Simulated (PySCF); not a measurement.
Simulation results for BH4OSi, C2H6BO, BH4N2Si, ClH2NSi2 and others

Computed with PySCF 2.14.0. Calculation on a computer-drawn molecule: optimised geometry and harmonic frequencies of an isolated molecule of the commonest isotopes, restricted reference for singlets and unrestricted otherwise, frozen core in MP2.

```yaml
- entry: 1
  formula: BH4OSi
  start_structure:
    atoms_angstrom:
      - [B, -0.4583, 2.0024, 1.707]
      - [Si, -0.4557, 2.1007, -0.2431]
      - [O, 0.5709, 2.484, -1.3544]
      - [H, -1.0698, 2.8539, 2.2545]
      - [H, -0.8317, 0.9112, 2.0249]
      - [H, 0.7229, 2.1563, 2.16]
      - [H, -1.8424, 2.0999, -0.9115]
  given:
    charge: -1
    multiplicity: 1
    method: HF
    basis: "aug-cc-pV(D+d)Z"
    drawn_bonds_atom: [1, 2, 1, 1, 1, 2]
    drawn_bonds_other_atom: [2, 3, 4, 5, 6, 7]
    drawn_bonds_order: [1, 2, 1, 1, 1, 1]
  results:
    optimised_atom_element: [B, Si, O, H, H, H, H]
    "optimised_atom_x [angstrom]": [-0.371, -0.4398, 0.5712, -1.15, -0.8702, 0.7541, -1.859]
    "optimised_atom_y [angstrom]": [2.007, 2.2, 2.456, 2.879, 0.8928, 2.118, 2.055]
    "optimised_atom_z [angstrom]": [1.747, -0.2565, -1.381, 2.155, 1.954, 2.217, -0.7971]
    "modes_frequency [cm^-1]": [119.4, 252.0, 375.9, 518.8, 714.6, 737.1, 965.8, 1117, 1201, 1222, 1226, 2051, 2362, 2367, 2464]
    "modes_reduced_mass [dalton]": [1.321, 2.816, 1.087, 2.922, 1.712, 1.508, 1.113, 1.269, 2.143, 1.06, 1.811, 1.04, 1.101, 1.047, 1.09]
    "rotational_constants [GHz]": [37.02, 5.727, 5.168]
    "total_energy [hartree]": -390.8405
    "convergence_status_largest_gradient_component [hartree/bohr]": 3.591e-05
- entry: 2
  formula: C2H6BO
  start_structure:
    atoms_angstrom:
      - [B, -0.9966, 0.2601, 2.0206]
      - [C, -2.4333, 0.2403, 1.3533]
      - [C, -2.755, 1.2487, 0.2858]
      - [O, -3.3786, 0.3125, 2.4011]
      - [H, -0.6839, 0.0575, 3.1167]
      - [H, -2.5034, -0.7844, 0.9505]
      - [H, -2.03, 1.1305, -0.547]
      - [H, -3.7216, 1.1653, -0.1236]
      - [H, -2.7087, 2.2933, 0.7115]
      - [H, -4.2413, 0.2693, 2.0607]
  given:
    charge: 0
    multiplicity: 2
    method: HF
    basis: cc-pVDZ
    drawn_bonds_atom: [1, 2, 2, 1, 2, 3, 3, 3, 4]
    drawn_bonds_other_atom: [2, 3, 4, 5, 6, 7, 8, 9, 10]
    drawn_bonds_order: [1, 1, 1, 1, 1, 1, 1, 1, 1]
  results:
    optimised_atom_element: [B, C, C, O, H, H, H, H, H, H]
    "optimised_atom_x [angstrom]": [-1.004, -2.464, -2.718, -3.409, -0.6685, -2.537, -2.011, -3.729, -2.63, -4.281]
    "optimised_atom_y [angstrom]": [0.229, 0.2107, 1.262, 0.3127, 0.1568, -0.7852, 1.158, 1.157, 2.27, 0.2224]
    "optimised_atom_z [angstrom]": [1.965, 1.381, 0.2978, 2.427, 3.11, 0.9072, -0.5265, -0.1091, 0.7078, 2.069]
    "modes_frequency [cm^-1]": [154.9, 277.9, 349.6, 378.6, 426.5, 512.3, 839.3, 905.3, 998.2, 1054, 1157, 1242, 1304, 1420, 1511, 1515, 1589, 1601, 2756, 3060, 3168, 3237, 3264, 4124]
    "modes_reduced_mass [dalton]": [1.244, 1.081, 1.117, 2.38, 2.632, 2.725, 2.389, 1.9, 1.512, 1.389, 2.73, 2.237, 1.211, 1.287, 1.553, 1.252, 1.067, 1.07, 1.097, 1.079, 1.039, 1.1, 1.104, 1.067]
    "rotational_constants [GHz]": [9.686, 8.436, 5.03]
    "total_energy [hartree]": -178.6978
    spin_squared: 0.7532
    "convergence_status_largest_gradient_component [hartree/bohr]": 4.117e-05
- entry: 3
  formula: BH4N2Si
  start_structure:
    atoms_angstrom:
      - [B, -2.3456, -1.8372, 0.9716]
      - ["N", -1.0706, -1.5631, 1.0802]
      - [Si, 0.6521, -1.1952, 1.3554]
      - ["N", 1.4677, -2.7089, 1.4248]
      - [H, -3.38, -2.0316, 0.7576]
      - [H, 1.1501, -0.4387, 0.3416]
      - [H, 2.4397, -2.7146, 1.7639]
      - [H, 0.9363, -3.5278, 1.7451]
  given:
    charge: 0
    multiplicity: 2
    method: HF
    basis: "cc-pV(D+d)Z"
    drawn_bonds_atom: [1, 2, 3, 1, 3, 4, 4]
    drawn_bonds_other_atom: [2, 3, 4, 5, 6, 7, 8]
    drawn_bonds_order: [2, 1, 1, 1, 1, 1, 1]
  results:
    optimised_atom_element: [B, "N", Si, "N", H, H, H, H]
    "optimised_atom_x [angstrom]": [-2.301, -1.082, 0.5546, 1.449, -3.449, 1.147, 2.445, 1.086]
    "optimised_atom_y [angstrom]": [-1.793, -1.624, -1.275, -2.751, -1.959, -0.3945, -2.696, -3.525]
    "optimised_atom_z [angstrom]": [0.8956, 1.071, 1.425, 1.43, 0.7271, 0.3837, 1.552, 1.956]
    "modes_frequency [cm^-1]": [122.6, 155.7, 188.4, 349.4, 488.0, 710.0, 780.7, 787.8, 816.3, 830.5, 875.5, 948.0, 1691, 1974, 2248, 2986, 3759, 3850]
    "modes_reduced_mass [dalton]": [1.725, 1.662, 3.647, 3.252, 1.274, 4.368, 1.162, 1.338, 1.361, 1.356, 4.279, 1.292, 1.11, 5.2, 1.043, 1.195, 1.051, 1.094]
    "rotational_constants [GHz]": [19.56, 3.607, 3.104]
    "total_energy [hartree]": -424.8853
    spin_squared: 0.7568
    "convergence_status_largest_gradient_component [hartree/bohr]": 1.675e-05
- entry: 4
  formula: ClH2NSi2
  start_structure:
    atoms_angstrom:
      - [Si, 2.063, -1.4648, 0.2018]
      - ["N", 0.5704, -1.5352, -0.5924]
      - [Si, -0.7692, -1.3936, -1.3607]
      - [Cl, -2.3512, -0.2717, -0.757]
      - [H, 1.8723, -2.6544, 1.1419]
      - [H, -1.1168, -2.0317, -2.6258]
  given:
    charge: 0
    multiplicity: 1
    method: MP2
    basis: "cc-pV(D+d)Z"
    drawn_bonds_atom: [1, 2, 3, 1, 3]
    drawn_bonds_other_atom: [2, 3, 4, 5, 6]
    drawn_bonds_order: [1, 2, 1, 1, 1]
  results:
    optimised_atom_element: [Si, "N", Si, Cl, H, H]
    "optimised_atom_x [angstrom]": [2.09, 0.5761, -0.7925, -2.368, 1.888, -1.125]
    "optimised_atom_y [angstrom]": [-1.455, -1.57, -1.391, -0.2553, -2.651, -2.029]
    "optimised_atom_z [angstrom]": [0.2173, -0.5794, -1.37, -0.7593, 1.147, -2.648]
    "modes_frequency [cm^-1]": [66.8, 164.2, 271.0, 305.4, 468.2, 501.1, 645.2, 854.8, 868.7, 1315, 2047, 2362]
    "modes_reduced_mass [dalton]": [13.96, 4.968, 11.84, 1.26, 1.149, 16.14, 8.148, 1.133, 1.141, 14.5, 1.043, 1.044]
    "rotational_constants [GHz]": [14.12, 1.333, 1.232]
    "total_energy [hartree]": -1093.4704
    "convergence_status_largest_gradient_component [hartree/bohr]": 1.162e-05
- entry: 5
  formula: CH8OSi2
  start_structure:
    atoms_angstrom:
      - [O, -3.4421, -0.32, -0.2105]
      - [C, -2.0705, 0.0545, -0.2027]
      - [Si, -1.6496, 0.6909, 1.5486]
      - [Si, -1.075, -1.3921, -0.8598]
      - [H, -3.655, -1.0033, 0.364]
      - [H, -1.965, 0.8426, -0.8629]
      - [H, -0.3059, 1.2081, 1.5156]
      - [H, -1.8036, -0.3693, 2.4702]
      - [H, -2.5729, 1.8178, 1.9298]
      - [H, 0.3476, -1.0817, -0.9057]
      - [H, -1.261, -2.5375, 0.0957]
      - [H, -1.6215, -1.7631, -2.2006]
  given:
    charge: 0
    multiplicity: 1
    method: HF
    basis: "cc-pV(D+d)Z"
    drawn_bonds_atom: [1, 2, 2, 1, 2, 3, 3, 3, 4, 4, 4]
    drawn_bonds_other_atom: [2, 3, 4, 5, 6, 7, 8, 9, 10, 11, 12]
    drawn_bonds_order: [1, 1, 1, 1, 1, 1, 1, 1, 1, 1, 1]
  results:
    optimised_atom_element: [O, C, Si, Si, H, H, H, H, H, H, H, H]
    "optimised_atom_x [angstrom]": [-3.51, -2.126, -1.651, -1.076, -3.636, -2.056, -0.2179, -1.899, -2.483, 0.3639, -1.283, -1.501]
    "optimised_atom_y [angstrom]": [-0.3604, 0.01879, 0.7352, -1.399, -1.079, 0.8442, 1.116, -0.2955, 1.921, -1.044, -2.608, -1.703]
    "optimised_atom_z [angstrom]": [-0.1608, -0.1664, 1.529, -0.8745, 0.4423, -0.8823, 1.557, 2.568, 1.83, -0.8649, -0.03795, -2.259]
    "modes_frequency [cm^-1]": [124.5, 158.0, 182.8, 246.0, 275.9, 344.9, 518.7, 599.5, 621.8, 729.0, 823.3, 892.9, 995.9, 1019, 1026, 1030, 1030, 1034, 1115, 1183, 1263, 1494, 2289, 2297, 2304, 2313, 2319, 2325, 3186, 4131]
    "modes_reduced_mass [dalton]": [1.033, 1.569, 1.786, 5.474, 2.278, 1.024, 3.07, 1.232, 1.202, 1.299, 1.68, 2.409, 1.116, 1.041, 1.045, 1.133, 1.038, 1.106, 4.639, 1.357, 1.124, 1.194, 1.043, 1.046, 1.038, 1.045, 1.037, 1.031, 1.083, 1.067]
    "rotational_constants [GHz]": [6.011, 2.691, 2.028]
    "total_energy [hartree]": -695.2385
    "convergence_status_largest_gradient_component [hartree/bohr]": 1.676e-05
- entry: 6
  formula: CH5BClSi
  start_structure:
    atoms_angstrom:
      - [B, 0.4599, 0.1259, -0.1014]
      - [Si, 0.5566, 1.6735, 0.7396]
      - [C, 0.8301, 1.98, 2.5585]
      - [Cl, 1.8343, 2.7373, -0.4493]
      - [H, 0.7305, -1.2061, -0.5992]
      - [H, -0.8269, 1.9912, 0.403]
      - [H, 0.1453, 2.738, 2.9237]
      - [H, 1.8384, 2.127, 2.8568]
      - [H, 0.6226, 0.994, 3.1613]
  given:
    charge: 1
    multiplicity: 1
    method: HF
    basis: "cc-pV(D+d)Z"
    drawn_bonds_atom: [1, 2, 2, 1, 2, 3, 3, 3]
    drawn_bonds_other_atom: [2, 3, 4, 5, 6, 7, 8, 9]
    drawn_bonds_order: [1, 1, 1, 1, 1, 1, 1, 1]
  results:
    optimised_atom_element: [B, Si, C, Cl, H, H, H, H, H]
    "optimised_atom_x [angstrom]": [0.7407, 0.3545, 0.814, 1.617, 1.019, -1.05, 0.67, 1.858, 0.1682]
    "optimised_atom_y [angstrom]": [-0.0729, 1.823, 1.885, 2.816, -1.097, 2.055, 2.91, 1.613, 1.23]
    "optimised_atom_z [angstrom]": [-0.0158, 0.7707, 2.56, -0.4911, -0.5395, 0.4226, 2.914, 2.723, 3.15]
    "modes_frequency [cm^-1]": [108.7, 163.2, 190.6, 213.0, 558.4, 572.4, 611.9, 719.9, 737.7, 793.3, 834.4, 887.4, 959.6, 1405, 1533, 1538, 2397, 2904, 3175, 3265, 3284]
    "modes_reduced_mass [dalton]": [3.591, 1.037, 2.874, 3.327, 7.346, 5.432, 1.165, 1.602, 1.436, 1.546, 1.524, 1.32, 1.246, 1.227, 1.047, 1.047, 1.042, 1.099, 1.035, 1.101, 1.104]
    "rotational_constants [GHz]": [5.625, 3.391, 2.424]
    "total_energy [hartree]": -813.6303
    "convergence_status_largest_gradient_component [hartree/bohr]": 4.01e-05
- entry: 7
  formula: B3H6Si
  start_structure:
    atoms_angstrom:
      - [B, 0.1334, -2.8623, -2.523]
      - [Si, 0.1214, -1.2591, -1.5065]
      - [B, -0.3568, -1.1751, 0.4847]
      - [B, 0.4802, 0.3661, -2.3444]
      - [H, 0.5217, -3.9056, -2.1565]
      - [H, -0.2143, -2.8391, -3.6468]
      - [H, -1.1848, -1.8095, 0.9182]
      - [H, 0.2337, -0.3897, 1.1457]
      - [H, 1.266, 1.2037, -1.885]
      - [H, 0.029, 0.6566, -3.3726]
  given:
    charge: 0
    multiplicity: 2
    method: HF
    basis: "cc-pV(D+d)Z"
    drawn_bonds_atom: [1, 2, 2, 1, 1, 3, 3, 4, 4]
    drawn_bonds_other_atom: [2, 3, 4, 5, 6, 7, 8, 9, 10]
    drawn_bonds_order: [1, 1, 1, 1, 1, 1, 1, 1, 1]
  results:
    optimised_atom_element: [B, Si, B, B, H, H, H, H, H, H]
    "optimised_atom_x [angstrom]": [-0.03816, 0.1031, -0.1973, 0.5444, -0.3042, 0.1413, -0.4649, -0.1142, 0.6321, 0.7273]
    "optimised_atom_y [angstrom]": [-2.904, -1.201, -1.228, 0.5286, -3.945, -2.909, -2.25, -0.2235, 1.555, 0.5644]
    "optimised_atom_z [angstrom]": [-2.55, -1.489, 0.5004, -2.416, -2.015, -3.737, 1.07, 1.151, -1.8, -3.602]
    "modes_frequency [cm^-1]": [151.6, 155.0, 155.1, 183.4, 183.4, 248.4, 572.4, 614.0, 671.5, 671.6, 772.3, 772.3, 916.6, 919.3, 919.3, 1254, 1254, 1273, 2668, 2668, 2679, 2750, 2754, 2754]
    "modes_reduced_mass [dalton]": [4.545, 1.03, 1.03, 2.348, 2.347, 1.008, 4.084, 1.166, 3.121, 3.119, 1.705, 1.705, 1.334, 1.291, 1.291, 1.155, 1.155, 1.135, 1.052, 1.052, 1.053, 1.126, 1.126, 1.126]
    "rotational_constants [GHz]": [5.558, 5.557, 2.779]
    "total_energy [hartree]": -366.3748
    spin_squared: 0.761
    "convergence_status_largest_gradient_component [hartree/bohr]": 3.054e-05
- entry: 8
  formula: BFHOSi
  start_structure:
    atoms_angstrom:
      - [O, -2.1774, -2.0804, 0.8149]
      - [B, -1.901, -0.907, 0.8775]
      - [Si, -1.2918, 1.0744, 1.1364]
      - [F, -0.9291, 1.4282, -0.4789]
      - [H, -2.7351, 1.5874, 1.1683]
  given:
    charge: -1
    multiplicity: 1
    method: MP2
    basis: "aug-cc-pV(D+d)Z"
    drawn_bonds_atom: [1, 2, 3, 3]
    drawn_bonds_other_atom: [2, 3, 4, 5]
    drawn_bonds_order: [2, 1, 1, 1]
  results:
    optimised_atom_element: [O, B, Si, F, H]
    "optimised_atom_x [angstrom]": [-2.181, -1.915, -1.287, -0.9109, -2.74]
    "optimised_atom_y [angstrom]": [-2.102, -0.8885, 1.07, 1.454, 1.57]
    "optimised_atom_z [angstrom]": [0.8257, 0.8773, 1.146, -0.5032, 1.172]
    "modes_frequency [cm^-1]": [136.2, 277.2, 371.2, 459.6, 646.0, 709.1, 785.2, 1769, 1969]
    "modes_reduced_mass [dalton]": [15.78, 4.357, 12.35, 11.23, 19.78, 1.315, 1.101, 12.27, 1.042]
    "rotational_constants [GHz]": [16.0, 2.913, 2.519]
    "total_energy [hartree]": -489.2313
    "convergence_status_largest_gradient_component [hartree/bohr]": 2.215e-05
```
